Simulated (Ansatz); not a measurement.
Z-matrix (Å, degrees):
```
C
Sn 1 2.131
H 1 1.090 2 109.6
H 1 1.091 2 110.6 3 120.2
H 1 1.090 2 109.6 3 -119.6
C 2 2.132 1 114.6 3 171.7
C 2 2.132 1 114.6 3 -52.9
F 2 1.942 1 103.7 3 59.4
H 6 1.091 2 110.6 1 67.5
H 6 1.090 2 109.6 1 -52.7
H 6 1.090 2 109.6 1 -172.3
H 7 1.091 2 110.6 1 -68.3
H 7 1.090 2 109.6 1 171.5
H 7 1.090 2 109.6 1 51.9
```

Total charge 0; spin multiplicity 1. Sn takes the def2 core potential.

Q: List the PBE0/def2-TZVPP orbital energies in eV (Ansatz 0.2.0). (An estimate is asked.)

A: Ansatz gave: Occupied: -671.75, -278.12, -278.12, -278.12, -139.75, -94.46, -94.33, -94.33, -30.93, -28.19, -28.19, -28.08, -28.08, -27.76, -19.78, -19.23, -19.23, -13.21, -11.74, -11.62, -11.62, -11.41, -11.41, -11.29, -10.14, -10.14, -10.05, -8.09, -8.09. Lowest empty: 0.25, 0.59, 1.20, 1.20, 2.08, 2.30, 2.69, 2.69.
